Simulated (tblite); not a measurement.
Compound: CH13FSi5.
Atom-mapped SMILES: `[F:1][CH2:2][SiH2:3][Si@@H:4]([SiH3:5])[SiH2:6][SiH3:7]` (hydrogens: H8, H9 on C2; H10, H11 on Si3; H12 on Si4; H13, H14, H15 on Si5; H16, H17 on Si6; H18, H19, H20 on Si7)

Structure used (GFN2-xTB), in Å, numbered top down from 1:
```
atom  x, y, z in Å
F1    -1.2299    2.2640    0.5485
C2    -2.3999    1.5252    0.4536
Si3   -2.0472   -0.1034   -0.5039
Si4   -0.2122   -1.1265    0.5050
Si5    0.6065   -2.8861   -0.7768
Si6    1.4635    0.3965    1.1315
Si7    2.2505    1.7143   -0.5967
H8    -3.1323    2.1739   -0.0308
H9    -2.7274    1.3451    1.4801
H10   -1.8203    0.3103   -1.8944
H11   -3.3503   -0.7824   -0.4923
H12   -0.7742   -1.7435    1.7345
H13    1.1484   -2.3923   -2.0449
H14   -0.3998   -3.8919   -1.1226
H15    1.6927   -3.6073   -0.1119
H16    2.5687   -0.4047    1.6965
H17    1.0242    1.2025    2.2780
H18    2.8419    0.8682   -1.6424
H19    3.2980    2.6565   -0.1958
H20    1.1940    2.4923   -1.2388
```

All values are computed: GFN2-xTB (tblite) harmonic vibrations without scaling, gas phase. Errors from tens to a few hundred cm⁻¹ against measured bands are possible. Modes of hydrogen on silicon can be 10 to 20 % off. One conformer, not necessarily the lowest. The optimisation stopped once no atom felt more than 0.01 eV/Å.

Lowest wavenumbers of the output (negative numbers stand for imaginary wavenumbers):
```
mode    cm-1
  1     -23.3
  2       8.9
  3      26.9
  4      40.2
  5      53.4
  6      69.3
  7      78.2
  8      92.5
  9     125.3
 10     151.4
 11     264.8
 12     328.5
 13     335.5
 14     365.6
 15     387.8
```

Q: Is this structure a minimum?

A: Not by this Hessian. 1 mode is imaginary beyond 20i (23i cm⁻¹), so at this level the point lies at or near a first-order saddle. The curvature is small, so loose convergence or finite differences may be the whole cause.

Q: Which atoms move in the imaginary mode?

A: 23i: H19 (Si–H hydrogen) 33 %, H20 (Si–H hydrogen) 33 %, H18 (Si–H hydrogen) 31 %. These are shares of the mass-weighted motion.

Q: What is the remedy?

A: Step along that mode in both directions, optimise again with tighter thresholds and repeat the frequencies. The zero-point energy of this point (73.7 kcal/mol) counts the 53 real modes alone, and thermal corrections from it aren't those of a minimum.
